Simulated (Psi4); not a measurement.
Input file for Psi4: SAPT0/jun-cc-pV(D+d)Z on CH3NO2 (a complex), monomers drawn apart or pushed together.

```
memory 2025 MB

molecule dimer {
0 1
N    -0.14805537   -0.12973528    0.57902812
H     0.76523983   -0.07982703    0.14215747
H    -0.58445209   -0.98922504    0.26534908
H    -0.70112087    0.64117481    0.22264222
--
0 1
O     0.78330340   -0.92037407    3.17323067
C     0.03185503   -0.03664267    3.15841208
O    -0.71483821    0.84965447    3.21243210
units angstrom
symmetry c1
no_reorient
no_com
}

set {
  basis jun-cc-pV(D+d)Z
  scf_type df
  freeze_core true
}

energy('sapt0')
```

The log:

```
[...]
==> Input File <==

--------------------------------------------------------------------------
memory 2025 MB

molecule dimer {
0 1
N    -0.14805537   -0.12973528    0.57902812
H     0.76523983   -0.07982703    0.14215747
H    -0.58445209   -0.98922504    0.26534908
H    -0.70112087    0.64117481    0.22264222
--
0 1
O     0.78330340   -0.92037407    3.17323067
C     0.03185503   -0.03664267    3.15841208
O    -0.71483821    0.84965447    3.21243210
units angstrom
symmetry c1
no_reorient
no_com
}

set {
  basis jun-cc-pV(D+d)Z
  scf_type df
  freeze_core true
}

energy('sapt0')
--------------------------------------------------------------------------


   => Loading Basis Set <=

    Name: JUN-CC-PV(D+D)Z
    Role: ORBITAL
    Keyword: BASIS
    atoms 1    entry N          line   222 file jun-cc-pv_dpd_z.gbs
    atoms 2-4  entry H          line    60 file jun-cc-pv_dpd_z.gbs
    atoms 5, 7 entry O          line   256 file jun-cc-pv_dpd_z.gbs
    atoms 6    entry C          line   188 file jun-cc-pv_dpd_z.gbs

   => Loading Basis Set <=

    Name: JUN-CC-PV(D+D)Z
    Role: ORBITAL
    Keyword: BASIS
    atoms 1    entry N          line   222 file jun-cc-pv_dpd_z.gbs
    atoms 2-4  entry H          line    60 file jun-cc-pv_dpd_z.gbs
    atoms 5, 7 entry O          line   256 file jun-cc-pv_dpd_z.gbs
    atoms 6    entry C          line   188 file jun-cc-pv_dpd_z.gbs


  //>>>>>>>>>>>>>>>>>>>>>>>>>>>>>>>>>>>//
  //              Dimer HF             //
  //<<<<<<<<<<<<<<<<<<<<<<<<<<<<<<<<<<<//

   => Libint2 <=

    Primary   basis highest AM E, G, H:  7, 6, 3
    Auxiliary basis highest AM E, G, H:  7, 7, 4
    Onebody   basis highest AM E, G, H:  -, -, -
    Solid Harmonics ordering:            Gaussian


   => Loading Basis Set <=

    Name: JUN-CC-PV(D+D)Z
    Role: ORBITAL
    Keyword: BASIS
    atoms 1    entry N          line   222 file jun-cc-pv_dpd_z.gbs
    atoms 2-4  entry H          line    60 file jun-cc-pv_dpd_z.gbs
    atoms 5, 7 entry O          line   256 file jun-cc-pv_dpd_z.gbs
    atoms 6    entry C          line   188 file jun-cc-pv_dpd_z.gbs


         ---------------------------------------------------------
                                   SCF
               by Justin Turney, Rob Parrish, Andy Simmonett
                          and Daniel G. A. Smith
                              RHF Reference
                        1 Threads,   1931 MiB Core
         ---------------------------------------------------------

  ==> Geometry <==

    Molecular point group: c1
    Full point group: C1

    Geometry (in Angstrom), charge = 0, multiplicity = 1:

       Center              X                  Y                   Z               Mass
    ------------   -----------------  -----------------  -----------------  -----------------
         N           -0.148055370000    -0.129735280000     0.579028120000    14.003074004430
         H            0.765239830000    -0.079827030000     0.142157470000     1.007825032230
         H           -0.584452090000    -0.989225040000     0.265349080000     1.007825032230
         H           -0.701120870000     0.641174810000     0.222642220000     1.007825032230
         O            0.783303400000    -0.920374070000     3.173230670000    15.994914619570
         C            0.031855030000    -0.036642670000     3.158412080000    12.000000000000
         O           -0.714838210000     0.849654470000     3.212432100000    15.994914619570

  Running in c1 symmetry.

  Rotational constants: A =      0.36336  B =      0.03723  C =      0.03405 [cm^-1]
  Rotational constants: A =  10893.24557  B =   1116.15017  C =   1020.69823 [MHz]
  Nuclear repulsion =  110.308362567345256

  Charge       = 0
  Multiplicity = 1
  Electrons    = 32
  Nalpha       = 16
  Nbeta        = 16

  ==> Algorithm <==

  SCF Algorithm Type is DF.
  DIIS enabled.
  MOM disabled.
  Fractional occupation disabled.
  Guess Type is SAD.
  Energy threshold   = 1.00e-08
  Density threshold  = 1.00e-08
  Integral threshold = 1.00e-12

  ==> Primary Basis <==

  Basis Set: JUN-CC-PV(D+D)Z
    Blend: JUN-CC-PV(D+D)Z
    Number of shells: 41
    Number of basis functions: 87
    Number of Cartesian functions: 91
    Spherical Harmonics?: true
    Max angular momentum: 2

   => Loading Basis Set <=

    Name: (JUN-CC-PV(D+D)Z AUX)
    Role: JKFIT
    Keyword: DF_BASIS_SCF
    atoms 1    entry N          line   202 file jun-cc-pvdz-jkfit.gbs
    atoms 2-4  entry H          line    70 file jun-cc-pvdz-jkfit.gbs
    atoms 5, 7 entry O          line   258 file jun-cc-pvdz-jkfit.gbs
    atoms 6    entry C          line   146 file jun-cc-pvdz-jkfit.gbs

  ==> Integral Setup <==

  DFHelper Memory: AOs need 0.024 GiB; user supplied 1.414 GiB.
  SCF_SUBTYPE=INCORE selected. In-core MEM_DF algorithm will be used.
  Using in-core AOs.

  ==> MemDFJK: Density-Fitted J/K Matrices <==

    J tasked:                   Yes
    K tasked:                   Yes
    wK tasked:                   No
    OpenMP
[...]
  NB   [    11 ]

  @DF-RHF Final Energy:  -187.65811957638243

   => Energetics <=

    Nuclear Repulsion Energy =             58.3912009256492794
    One-Electron Energy =                -372.2886884356081509
    Two-Electron Energy =                 126.2393679335764318
    Total Energy =                       -187.6581195763824326

Computation Completed


Properties will be evaluated at   0.000000,   0.000000,   0.000000 [a0]

Properties computed using the SCF density matrix


 Multipole Moments:

 ------------------------------------------------------------------------------------
     Multipole            Electronic (a.u.)      Nuclear  (a.u.)        Total (a.u.)
 ------------------------------------------------------------------------------------

 L = 1.  Multiply by 2.5417464519 to convert [e a0] to [Debye]
 Dipole X            :         -1.3992820            1.3962274           -0.0030547
 Dipole Y            :          1.4827072           -1.4845931           -0.0018859
 Dipole Z            :       -132.3963645          132.3484331           -0.0479314
 Magnitude           :                                                    0.0480657

 ------------------------------------------------------------------------------------

  Constructing Basis Sets for SAPT...

   => Loading Basis Set <=

    Name: (JUN-CC-PV(D+D)Z AUX)
    Role: RIFIT
    Keyword: DF_BASIS_SAPT
    atoms 1    entry N          line   144 file jun-cc-pvdz-ri.gbs
    atoms 2-4  entry H          line    30 file jun-cc-pvdz-ri.gbs
    atoms 5, 7 entry O          line   188 file jun-cc-pvdz-ri.gbs
    atoms 6    entry C          line   100 file jun-cc-pvdz-ri.gbs

   => Loading Basis Set <=

    Name: (JUN-CC-PV(D+D)Z AUX)
    Role: JKFIT
    Keyword: DF_BASIS_ELST
    atoms 1    entry N          line   202 file jun-cc-pvdz-jkfit.gbs
    atoms 2-4  entry H          line    70 file jun-cc-pvdz-jkfit.gbs
    atoms 5, 7 entry O          line   258 file jun-cc-pvdz-jkfit.gbs
    atoms 6    entry C          line   146 file jun-cc-pvdz-jkfit.gbs


  //>>>>>>>>>>>>>>>>>>>>>>>>>>>>>>>>>>>//
  //               SAPT0               //
  //<<<<<<<<<<<<<<<<<<<<<<<<<<<<<<<<<<<//



        SAPT0
    Ed Hohenstein
     6 June 2009

      Orbital Information
  --------------------------
    NSO        =        87
    NMO        =        87
    NRI        =       302
    NRI (Elst) =       385
    NOCC A     =         5
    NOCC B     =        11
    FOCC A     =         1
    FOCC B     =         3
    NVIR A     =        82
    NVIR B     =        76

    Elst10,r            =    -0.020239814075 [Eh]
    Exch10              =     0.023921943001 [Eh]
    Exch10 (S^2)        =     0.023569260247 [Eh]

    Maxiter = 50
    CPHF R converge = 1.000000E-08

    Iter     Energy [mEh]          dE [mEh]         Residual      Time [s]
       1     -12.14433951      12.144339513     1.928918e-02             0
       2     -16.34050855       4.196169034     3.802233e-03             0
       3     -16.32321155      -0.017297000     1.591513e-03             0
       4     -16.27576695      -0.047444597     3.112122e-04             0
       5     -16.27945399       0.003687042     6.976442e-05             0
       6     -16.28068705       0.001233055     1.030890e-05             0
       7     -16.28042251      -0.000264535     1.404440e-06             0
       8     -16.28044712       0.000024608     1.680849e-07             0
       9     -16.28044521      -0.000001912     4.339134e-08             0
      10     -16.28044557       0.000000361     8.923514e-09             0

    CHF Iterations converged

    Maxiter = 50
    CPHF R converge = 1.000000E-08

    Iter     Energy [mEh]          dE [mEh]         Residual      Time [s]
       1      -1.44473293       1.444732934     9.729716e-03             0
       2      -1.43513891      -0.009594022     2.758869e-03             0
       3      -1.51017407       0.075035159     8.285637e-04             0
       4      -1.52310325       0.012929177     2.119889e-04             0
       5      -1.51788141      -0.005221835     5.572307e-05             0
       6      -1.51791616       0.000034743     2.107200e-05             0
       7      -1.51808303       0.000166876     9.035759e-06             0
       8      -1.51814131       0.000058276     1.675640e-06             0
       9      -1.51811579      -0.000025514     2.540804e-07             0
      10      -1.51811836       0.000002571     3.659102e-08             0
      11      -1.51811815      -0.000000213     5.237647e-09             0

    CHF Iterations converged

    Ind20,r (A<-B)      =    -0.016280445570 [Eh]
    Ind20,r (B<-A)      =    -0.001518118151 [Eh]
    Ind20,r             =    -0.017798563720 [Eh]
    Exch-Ind20,r (A<-B) =     0.014407301360 [Eh]
    Exch-Ind20,r (B<-A) =     0.000661939299 [Eh]
    Exch-Ind20,r        =     0.015069240659 [Eh]
    Disp20              =    -0.005909440071 [Eh]
    Disp20 (SS)         =    -0.002954720035 [Eh]
    Disp20 (OS)         =    -0.002954720035 [Eh]
    Exch-Disp20         =     0.001662997378 [Eh]
    Exch-Disp20 (SS)    =     0.000911431564 [Eh]
    Exch-Disp20 (OS)    =     0.000751565814 [Eh]

    SAPT Results
  --------------------------------------------------------------------------------------------------------
    Electrostatics                -20.23981407 [mEh]     -12.70067508 [kcal/mol]     -53.13962453 [kJ/mol]
      Elst10,r                    -20.23981407 [mEh]     -12.70067508 [kcal/mol]     -53.13962453 [kJ/mol]

    Exchange                       23.92194300 [mEh]      15.01124586 [kcal/mol]      62.80705270 [kJ/mol]
      Exch10                       23.92194300 [mEh]      15.01124586 [kcal/mol]      62.80705270 [kJ/mol]
      Exch10(S^2)                  23.56926025 [mEh]      14.78993409 [kcal/mol]      61.88108425 [kJ/mol]

    Induction                      -3.58590584 [mEh]      -2.25018989 [kcal/mol]      -9.41479449 [kJ/mol]
      Ind20,r                     -17.79856372 [mEh]     -11.16876735 [kcal/mol]     -46.73012261 [kJ/mol]
      Exch-Ind20,r                 15.06924066 [mEh]       9.45609128 [kcal/mol]      39.56428590 [kJ/mol]
      delta HF,r (2)               -0.85658278 [mEh]      -0.53751381 [kcal/mol]      -2.24895778 [kJ/mol]

    Dispersion                     -4.24644269 [mEh]      -2.66468302 [kcal/mol]     -11.14903375 [kJ/mol]
      Disp20                       -5.90944007 [mEh]      -3.70822963 [kcal/mol]     -15.51523277 [kJ/mol]
      Exch-Disp20                   1.66299738 [mEh]       1.04354661 [kcal/mol]       4.36619901 [kJ/mol]
      Disp20 (SS)                  -2.95472004 [mEh]      -1.85411481 [kcal/mol]      -7.75761638 [kJ/mol]
      Disp20 (OS)                  -2.95472004 [mEh]      -1.85411481 [kcal/mol]      -7.75761638 [kJ/mol]
      Exch-Disp20 (SS)              0.91143156 [mEh]       0.57193194 [kcal/mol]       2.39296324 [kJ/mol]
      Exch-Disp20 (OS)              0.75156581 [mEh]       0.47161467 [kcal/mol]       1.97323577 [kJ/mol]

  Total HF                          0.09622309 [mEh]       0.06038090 [kcal/mol]       0.25263368 [kJ/mol]
  Total SAPT0                      -4.15021961 [mEh]      -2.60430212 [kcal/mol]     -10.89640008 [kJ/mol]

  Special recipe for scaled SAPT0 (see Manual):
    Electrostatics sSAPT0         -20.23981407 [mEh]     -12.70067508 [kcal/mol]     -53.13962453 [kJ/mol]
    Exchange sSAPT0                23.92194300 [mEh]      15.01124586 [kcal/mol]      62.80705270 [kJ/mol]
    Induction sSAPT0               -2.89925915 [mEh]      -1.81931258 [kcal/mol]      -7.61200385 [kJ/mol]
    Dispersion sSAPT0              -4.17066637 [mEh]      -2.61713266 [kcal/mol]     -10.95008305 [kJ/mol]
  Total sSAPT0                     -3.38779660 [mEh]      -2.12587446 [kcal/mol]      -8.89465874 [kJ/mol]
  --------------------------------------------------------------------------------------------------------



*** Psi4 exiting successfully. Buy a developer a beer!
```

The run finished.

Cost: around 6 core-seconds (rough).
